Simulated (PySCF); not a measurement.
Shapes and spin states of VBr₂

Level of theory: PBE0/[V def2-SVP, Br def2-SVP], no relativity, density fitting, PySCF.

Relaxations began from a few typed shapes and spin states; open shells are unrestricted. The search is not exhaustive: other isomers or separated fragments can lie lower, and high-lying points may rest on an excited occupation.

Q: Which is the lowest minimum found?
A. broken-symmetry Ms = 1/2 (⟨S²⟩ 1.72) D∞h: V–Br 2.335 Å (×2); Br–V–Br 180.0°
B. broken-symmetry Ms = 1/2 (⟨S²⟩ 1.72) C2v: V–Br 2.335 Å (×2); Br–V–Br 180.0°
C. quartet D∞h: V–Br 2.349 Å (×2); Br–V–Br 180.0°

A: C. The others lie at 86.0 (broken-symmetry Ms = 1/2 D∞h), 86.1 (broken-symmetry Ms = 1/2 C2v) kJ/mol above it.

Formally V is in oxidation state +2, d3, with 3 unpaired electrons (the high-spin count). The Mulliken spin on V is 3.21. The polar-tensor charge on V, 1.29, is below the formal one.

For the lowest minimum: with open d or f shells other occupations or spin states may lie lower.

The electron or spin density has lower symmetry than the nuclear frame for the broken-symmetry Ms = 1/2 (⟨S²⟩ 1.72) D∞h at 86.0 kJ/mol.
